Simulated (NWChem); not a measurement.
System: C₃H₅BO; SMILES C(B(O)C)#C

Input file for NWChem:

```
start job
memory heap 200 mb stack 900 mb global 1100 mb
geometry units angstroms noautoz
  B     -0.065261    -0.460567    -0.001159
  C     -0.005876     1.086893     0.000659
  C      0.040049     2.303846     0.002995
  H      0.086379     3.378517     0.005903
  C      1.237267    -1.331487    -0.000854
  H      1.020161    -2.408928    -0.011980
  H      1.850362    -1.099314     0.886181
  H      1.865981    -1.082735    -0.872076
  O     -1.274634    -1.075963    -0.000316
  H     -2.008422    -0.451465     0.000159
end
basis spherical
  * library def2-svp
end
dft
  xc m06-2x
  iterations 150
  mulliken
end
task dft energy
```

Geometry: optimised at PBE0/def2-SVP.

Problem. Predict the main results of this run. (M06-2X/def2-SVP.) Quantities: energy (Ha); highest occupied level (eV); orbital gap (eV); dipole (D).

Solution. The energy (Ha) comes out as -217.15. The highest occupied level (eV) comes out as -9.34 and the orbital gap (eV) is 9.55. The dipole (D) is 1.50.
